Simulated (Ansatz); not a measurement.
Computed with Ansatz on PBE0-D4/def2-TZVP structures; ΔE is electronic, products minus reactants. CCSD(T)/CBS is the MP2 limit (def2-TZVPP, def2-QZVPP) plus CCSD(T) − MP2 in def2-TZVPP, frozen cores. This one scheme is used for every species. Functionals use def2-TZVPP. B3LYP here is the variant with VWN-RPA as its local correlation; programs differ in this. For As outer-core shells are correlated without core-valence functions, which leaves a few kJ/mol of doubt a bond. Scalar relativity is left out up to krypton. One conformer a species, not always the lowest.

Consider the redistribution: `COBF` + `N[AsH]O` → `COB(N)F` + `O[AsH2]`.

`COBF`:

Z-matrix (Å, degrees):
```
C
O 1 1.413
H 1 1.093 2 111.6
H 1 1.091 2 108.9 3 -120.7
H 1 1.091 2 108.9 3 120.7
B 2 1.339 1 121.8 3 -0.2
F 6 1.325 2 117.6 1 180.0
H 6 1.199 2 123.0 1 -0.0
```

`N[AsH]O`:

Z-matrix (Å, degrees):
```
N
As 1 1.827
H 1 1.011 2 115.8
H 1 1.010 2 113.6 3 129.0
O 2 1.810 1 103.9 3 -42.7
H 2 1.523 1 93.2 3 49.8
H 5 0.961 2 108.9 1 -109.9
```

`COB(N)F`:

Z-matrix (Å, degrees):
```
C
O 1 1.412
H 1 1.093 2 111.5
H 1 1.090 2 107.5 3 -119.4
H 1 1.094 2 111.4 3 121.4
B 2 1.359 1 120.4 3 -58.5
F 6 1.345 2 120.1 1 0.2
N 6 1.400 2 120.7 1 -179.8
H 8 1.003 6 122.4 2 -180.0
H 8 1.003 6 122.2 2 0.0
```

`O[AsH2]`:

Z-matrix (Å, degrees):
```
As
O 1 1.802
H 1 1.527 2 95.9
H 1 1.527 2 95.9 3 91.9
H 2 0.960 1 107.7 3 134.2
```

(1) Is it downhill or uphill in electronic energy at CCSD(T)/CBS, and by how much? (Best estimate.)

(2) What do these levels give: PBE-D4, PBE0-D4, B2PLYP, PBE, r2SCAN, PBE0, B3LYP, HF/def2-TZVPP, CCSD/def2-TZVPP, CCSD(T)/def2-TZVPP, HF/CBS(def2), CCSD/CBS(def2)? (Estimate.)

Largest T1 diagnostic among the species: 0.013.

## Answers

(1) Ansatz gave: Downhill: ΔE = -22.5 kcal/mol.

(2) Computed: PBE-D4 -21.7, PBE0-D4 -23.6, B2PLYP -22.3, PBE -21.7, r2SCAN -23.6, PBE0 -23.5, B3LYP -23.0, HF/def2-TZVPP -25.4, CCSD/def2-TZVPP -23.3, CCSD(T)/def2-TZVPP -22.5, HF/CBS(def2) -25.2, CCSD/CBS(def2) -23.3 kcal/mol.

In def2-TZVPP, CCSD(T) changes the Hartree–Fock value by +2.9 kcal/mol (the triples alone add +0.8 kcal/mol) and MP2 by +3.8 kcal/mol. From PBE to PBE0 (25 % exact exchange), in def2-TZVPP and without D4, ΔE moves by −1.9 kcal/mol.
